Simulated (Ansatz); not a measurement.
Reaction: C3H6O (SMILES C1CCO1) → C3H6O (SMILES C=CCO)
Each species at its own B3LYP-D3(BJ)/def2-TZVP minimum (Ansatz, a program for electronic structure), one conformer.

Total energies in hartree (Ansatz). UHF or UKS for unpaired electrons; spin-orbit terms are left out. Cores are frozen in correlated methods. No relativity.

```tsv
species	HF/cc-pVTZ	CCSD(T)/cc-pVTZ	HF/cc-pVQZ	CCSD(T)/cc-pVQZ	CCSD(T)/cc-pVDZ	CCSDT(Q)/cc-pVDZ
1: C3H6O (SMILES C1CCO1)	-191.97939	-192.78692	-191.99285	-192.84569	-192.58331	-192.58549
2: C3H6O (SMILES C=CCO)	-191.99761	-192.80225	-192.01169	-192.86203	-192.59676	-192.59913
```

Problem. Work out the isomerisation energy (electronic) in kcal/mol: take Hartree-Fock from cc-pVQZ, extrapolate the CCSD(T) correlation energy as X^-3 (X = 3, 4), and add CCSDT(Q) - CCSD(T) in cc-pVDZ. 1 hartree = 627.51 kcal/mol.

Solution. 
Species 1: correlation (64·(-0.85284) - 27·(-0.80753))/37 = -0.88590; step -0.00218; E1 = -191.99285 + (-0.88590) + (-0.00218) = -192.88093
Species 2: correlation (64·(-0.85034) - 27·(-0.80464))/37 = -0.88369; step -0.00237; E2 = -192.01169 + (-0.88369) + (-0.00237) = -192.89775
-1·E1 +1·E2 = -0.01682 hartree = -10.6 kcal/mol.
